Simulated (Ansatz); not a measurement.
Reaction (cleavage of the Si–Al bond): `[SiH3][Al]1[NH][GeH2]1` + `N[SiH](N)N` → `N[SiH](N)N[SiH3]` + `[NH]1[AlH][GeH2]1`

Computed with Ansatz on PBE0-D4/def2-TZVP structures; ΔE is electronic, products minus reactants. CCSD(T)/CBS is the MP2 limit (def2-TZVPP, def2-QZVPP) plus CCSD(T) − MP2 in def2-TZVPP, frozen cores. For Ge outer-core shells are correlated without core-valence functions, which leaves a few kJ/mol of doubt a bond. Scalar relativity is left out up to krypton. Each species was taken in one conformer, which may not be the lowest.

`[SiH3][Al]1[NH][GeH2]1`:

Cartesian coordinates in Å:
```
Si -0.488 1.585 -1.863
Al 0.038 -0.038 -0.109
N -0.088 -0.252 1.624
Ge 0.732 -1.914 1.154
H -0.854 2.908 -1.287
H 0.683 1.766 -2.763
H -1.630 1.091 -2.681
H -0.359 0.082 2.535
H 2.106 -2.099 1.842
H -0.141 -3.128 1.550
```

`N[SiH](N)N`:

Cartesian coordinates in Å:
```
N -1.105 1.132 -0.065
Si 0.009 -0.130 -0.371
N 1.540 0.595 -0.098
N -0.585 -1.442 0.561
H -2.091 0.936 -0.032
H -0.915 2.063 -0.396
H 0.132 -0.701 -1.742
H 2.370 0.189 -0.497
H 1.742 1.080 0.761
H -0.316 -2.385 0.335
H -0.781 -1.338 1.544
```

`N[SiH](N)N[SiH3]`:

```xyz
14

N    -1.162    1.734   -1.088
Si   -0.006    0.495   -0.835
N    -0.325   -1.159   -1.163
N     0.324    0.505    0.851
Si    0.924   -0.829    1.769
H    -1.289    2.127   -2.006
H    -2.013    1.774   -0.551
H     1.110    0.833   -1.757
H    -1.061   -1.669   -0.702
H    -0.112   -1.550   -2.065
H     0.294    1.398    1.318
H     2.147   -1.434    1.179
H    -0.085   -1.913    1.924
H     1.254   -0.313    3.127
```

`[NH]1[AlH][GeH2]1`:

Cartesian coordinates in Å:
```
N 0.614 -0.701 0.196
Al -1.115 -0.939 0.113
Ge 0.051 1.080 -0.225
H 1.548 -1.048 0.341
H -2.195 -2.079 0.272
H 0.456 2.101 0.865
H 0.642 1.586 -1.562
```

```tsv
level	ΔE (kJ/mol)
HF/def2-TZVPP	-51.1
MP2/def2-TZVPP	-47.0
CCSD/def2-TZVPP	-40.3
CCSD(T)/def2-TZVPP	-38.5
HF/def2-QZVPP	-52.3
HF/CBS(def2)	-52.5
MP2/CBS(def2)	-47.1
CCSD/CBS(def2)	-40.3
```

Q: What does CCSD(T)/CBS give? (Estimate.)

A: Ansatz gave: -38.6 kJ/mol. The listed levels differ from it by -12.5, -8.4, -1.7, 0.1, -13.7, -13.9, -8.5, -1.7 kJ/mol.

Largest T1 diagnostic among the species: 0.015.

In def2-TZVPP, CCSD(T) changes the Hartree–Fock value by +12.6 kJ/mol (the triples alone add +1.7 kJ/mol) and MP2 by +4.1 kJ/mol. The D4 term adds −7.7 kJ/mol with B3LYP and −4.1 kJ/mol with PBE0; it sums over pairs of atoms, weighted by their polarisabilities, and B3LYP, whose exchange is more repulsive, gets the larger term. From PBE to PBE0 (25 % exact exchange), in def2-TZVPP and without D4, ΔE moves by −7.2 kJ/mol.

CCSD(T)/CBS has its own doubt, a few kJ/mol and more with outer-core shells, so smaller differences from it don't rank the levels.

B3LYP here is the variant with VWN-RPA as its local correlation; programs differ in this.
